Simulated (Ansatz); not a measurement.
Energy difference 2 R1 + R2 → P1 + P2, each structure at its B3LYP-D3(BJ)/def2-TZVP stationary point, reached from a drawn start (curvature not checked).
R1, H2 (SMILES [H][H]) (charge 0, multiplicity 1):
```json
[
 {"atom": "H", "x (Å)": "0.0000", "y (Å)": "0.0000", "z (Å)": "0.3720"},
 {"atom": "H", "x (Å)": "0.0000", "y (Å)": "0.0000", "z (Å)": "-0.3720"}
]
```
P1: H2O (SMILES O), charge 0, multiplicity 1.
P2: SiH4 (SMILES [SiH4]), charge 0, multiplicity 1.
R2: H2OSi (SMILES O=[SiH2]), charge 0, multiplicity 1.

P less R. No zero-point or thermal terms.

Frozen-core correlation throughout.

Programs: Ansatz (an electronic-structure program) with Gaussian orbitals. All values are computed, each at the level named.

**Question.** What reaction energy does PBE0/def2-TZVPP give?

**Answer.** -1.69 eV

**Question.** Predict the reaction energy from B97M-V/def2-TZVPP.

**Answer.** -1.48 eV

**Question.** What reaction energy does CCSD(T)/cc-pV(Q+d)Z give?

**Answer.** -1.47 eV
